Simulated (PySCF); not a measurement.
Vertical excitations of a molecule C2H6F2Si from PySCF with TDA-PBE/def2-SVPD, as energy in eV (oscillator strength): 6.33 (0.001), 6.99 (0.004), 7.40 (0.005), 7.52 (0.009), 7.59 (0.003), 7.79 (0.132), 8.09 (0.019), 8.11 (0.002), 8.28 (0.033), 8.36 (0.013). Lowest triplet (TDA): 6.00 eV. Geometry: PBE0-D3(BJ)/def2-SVP. The values are those of a single conformer.

Task: Pick the molecule that these values belong to.
A. CC(F)(F)[SiH3]
B. CC[SiH](F)F
C. FC(F)C[SiH3]
D. C[C@@H](F)[SiH2]F

Result: D, C[C@@H](F)[SiH2]F
